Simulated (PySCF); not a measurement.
## Correlation energy of Br(2+) (bromine, charge +2)

[Ar] 3d10 4s2 4p3, high-spin 4S determinant. Computed with PySCF 2.14 in def2-SVP, with no relativity, point nucleus. Frozen: [Ar] 3d10; 5 electrons correlated.

MP2 pair energies summed by pair of shells (mhartree):

```csv
pair,energy,share (%)
4s-4p,-40.73,65.7
4p-4p,-14.87,24.0
4s-4s,-6.40,10.3
```

Total MP2 correlation energy: -62.00 mhartree.

Same-spin part -16.36 and opposite-spin part -45.63 mhartree; SCS-MP2 scales them by 1/3 and 6/5 to -60.21 mhartree.

```
  level  correlation energy (mhartree)
   CCSD                         -77.72
    (T)                          -0.80
CCSD(T)                         -78.52
```

Diagnostics: T1 = 0.00100, D1 = 0.0025, largest double amplitude 0.060.

Cost of the coupled-cluster step: 0.11 s of wall time on 1 thread of Neoverse-V2 (shared host), for 5 correlated electrons.
